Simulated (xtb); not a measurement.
Br$_{3}$Zr (SMILES [Br][Zr+]([Br])[Br]), charge +1, singlet, from a rough starting geometry (GFN-xTB shapes and energies of metal compounds can be far from the true ones) (the multiplicity is a formal guess); GFN2-xTB (xtb).

Here is a job for xtb.
```
$ xtb mol.xyz --gfn 2 --chrg 1 --opt vtight --json

# file mol.xyz
4

Zr    -0.39254587     0.35030884     0.79958372
Br    -1.57036213    -1.42705304    -0.51144817
Br     0.09038435     1.82502369    -1.20375351
Br     1.85811245    -0.73588077     0.92821356
```

Question: What does xtb print? Leave out banner, timings and long lists.

Answer: 
```
   ID    Z sym.   atoms
    1   40 Zr     1
    2   35 Br     2-4

           -------------------------------------------------
          |                Calculation Setup                |
           -------------------------------------------------

           -------------------------------------------------
          |                 G F N 2 - x T B                 |
           -------------------------------------------------

          ...................................................
          :                      SETUP                      :
          :.................................................:
          :  # basis functions                  40          :
          :  # atomic orbitals                  36          :
          :  # shells                           12          :
          :  # electrons                        24          :
          :  max. iterations                   250          :
          :  Hamiltonian                  GFN2-xTB          :
          :  restarted?                      false          :
          :  GBSA solvation                  false          :
          :  PC potential                    false          :
          :  electronic temp.          300.0000000     K    :
          :  accuracy                    1.0000000          :
          :  -> integral cutoff          0.2500000E+02      :
          :  -> integral neglect         0.1000000E-07      :
          :  -> SCF convergence          0.1000000E-05 Eh   :
          :  -> wf. convergence          0.1000000E-03 e    :
          :  Broyden damping             0.4000000          :
          :  net charge                          1          :
          :  unpaired electrons                  0          :
          ...................................................

 iter      E             dE          RMSdq      gap      omega  full diag
   1    -13.5145532 -0.135146E+02  0.107E+01    1.19       0.0  T
   2    -13.5662489 -0.516956E-01  0.922E+00    3.14       1.0  T
   3    -13.6104918 -0.442430E-01  0.569E+00    2.00       1.0  T
   4    -13.6028023  0.768955E-02  0.292E+00    1.66       1.0  T
   5    -13.6110770 -0.827470E-02  0.180E+00    1.86       1.0  T
   6    -13.6136732 -0.259625E-02  0.528E-01    2.13       1.0  T
   7    -13.6134394  0.233882E-03  0.592E-01    2.18       1.0  T
   8    -13.6138198 -0.380467E-03  0.147E-01    2.11       1.0  T
   9    -13.6138336 -0.138179E-04  0.472E-02    2.10       1.1  T
  10    -13.6138364 -0.271921E-05  0.161E-02    2.10       3.1  T
  11    -13.6138368 -0.454435E-06  0.665E-03    2.09       7.5  T
  12    -13.6138368 -0.226734E-07  0.749E-03    2.09       6.7  T
  13    -13.6138368  0.623167E-09  0.467E-03    2.09      10.7  T
  14    -13.6138368 -0.979160E-08  0.209E-03    2.09      23.9  T
  15    -13.6138368 -0.169079E-08  0.428E-04    2.09     116.9  T
  16    -13.6138368 -0.100286E-09  0.485E-05    2.09    1030.8  T

   *** convergence criteria satisfied after 16 iterations ***

         :::::::::::::::::::::::::::::::::::::::::::::::::::::
         ::                     SUMMARY                     ::
         :::::::::::::::::::::::::::::::::::::::::::::::::::::
         :: total energy             -13.583606793671 Eh    ::
         :: gradient norm              0.021743452129 Eh/a0 ::
         :: HOMO-LUMO gap              2.092198328055 eV    ::
         ::.................................................::
         :: SCC energy               -13.613835601596 Eh    ::
         :: -> isotropic ES            0.112516914524 Eh    ::
         :: -> anisotropic ES          0.006653365459 Eh    ::
         :: -> anisotropic XC         -0.029207367669 Eh    ::
         :: -> dispersion             -0.005020231624 Eh    ::
         :: repulsion energy           0.030228807925 Eh    ::
         :: add. restraining           0.000000000000 Eh    ::
         :: total charge               1.000000000000 e     ::
[...]
 * total energy  :   -13.5693311 Eh     change        0.1427572E-01 Eh
 * total energy  :   -13.5838311 Eh     change       -0.1450001E-01 Eh
 * total energy  :   -13.5734688 Eh     change        0.1036228E-01 Eh
 * total energy  :   -13.5843281 Eh     change       -0.1085927E-01 Eh
 * total energy  :   -13.5845932 Eh     change       -0.2651742E-03 Eh
 * total energy  :   -13.5847008 Eh     change       -0.1075351E-03 Eh
 * total energy  :   -13.5844775 Eh     change        0.2232534E-03 Eh
 * total energy  :   -13.5847331 Eh     change       -0.2555824E-03 Eh
 * total energy  :   -13.5847327 Eh     change        0.4299790E-06 Eh
 * total energy  :   -13.5847335 Eh     change       -0.8630667E-06 Eh
 * total energy  :   -13.5847335 Eh     change        0.3130079E-07 Eh
 * total energy  :   -13.5847336 Eh     change       -0.6409224E-07 Eh
   *** GEOMETRY OPTIMIZATION CONVERGED AFTER 13 ITERATIONS ***
         :: total energy             -13.584733577297 Eh    ::
[...]
      -------------------------------------------------------------
         1        2.0000           -1.0793363             -29.3702
         2        2.0000           -1.0714970             -29.1569
         3        2.0000           -1.0714949             -29.1569
         4        2.0000           -0.7391606             -20.1136
         5        2.0000           -0.6449925             -17.5511
         6        2.0000           -0.6365065             -17.3202
         7        2.0000           -0.6365060             -17.3202
         8        2.0000           -0.6207958             -16.8927
         9        2.0000           -0.6207957             -16.8927
        10        2.0000           -0.6157027             -16.7541
        11        2.0000           -0.6157011             -16.7541
        12        2.0000           -0.6118169             -16.6484 (HOMO)
        13                         -0.5312721             -14.4567 (LUMO)
        14                         -0.5298466             -14.4179
        15                         -0.5298465             -14.4179
        16                         -0.5101831             -13.8828
        17                         -0.5101820             -13.8828
        18                         -0.3779201             -10.2837
        19                         -0.1518286              -4.1315
        20                         -0.1518279              -4.1314
        21                         -0.1488462              -4.0503
        22                         -0.1467057              -3.9921
        23                         -0.1453754              -3.9559
       ...                                ...                  ...
        36                          1.6321701              44.4136
      -------------------------------------------------------------
                  HL-Gap            0.0805447 Eh            2.1917 eV
             Fermi-level           -0.5715445 Eh          -15.5525 eV

     #   Z          covCN         q      C6AA      α(0)
     1  40 Zr       2.275     1.087   432.394    47.635
     2  35 Br       0.777    -0.029   185.328    21.948
     3  35 Br       0.777    -0.029   185.328    21.948
     4  35 Br       0.777    -0.029   185.328    21.948

 Mol. C6AA /au·bohr⁶  :       3724.572872
 Mol. C8AA /au·bohr⁸  :     343465.727192
 Mol. α(0) /au        :        113.479783

Wiberg/Mayer (AO) data.
largest (>0.10) Wiberg bond orders for each atom

 ---------------------------------------------------------------------------
     #   Z sym  total        # sym  WBO       # sym  WBO       # sym  WBO
 ---------------------------------------------------------------------------
     1  40 Zr   4.179 --     3 Br   1.393     2 Br   1.393     4 Br   1.393
     2  35 Br   1.580 --     1 Zr   1.393
     3  35 Br   1.580 --     1 Zr   1.393
     4  35 Br   1.580 --     1 Zr   1.393
 ---------------------------------------------------------------------------

Topologies differ in total number of bonds
Writing topology from bond orders to xtbtopo.mol

molecular dipole:
                 x           y           z       tot (Debye)
 q only:       -0.838       0.769       1.617
   full:       -1.794       1.647       3.472      10.778
molecular quadrupole (traceless):
                xx          xy          yy          xz          yz          zz
 q only:       -0.946      -1.013      -1.120      -2.132       1.957       2.066
  q+dip:       -3.652      -3.889      -4.317      -8.196       7.525       7.969
   full:       -3.861      -4.111      -4.564      -8.663       7.954       8.425

optimized geometry written to: xtbopt.xyz

           -------------------------------------------------
          | TOTAL ENERGY              -13.584733577297 Eh   |
          | GRADIENT NORM               0.000008137405 Eh/α |
          | HOMO-LUMO GAP               2.191733940429 eV   |
           -------------------------------------------------

normal termination of xtb
```
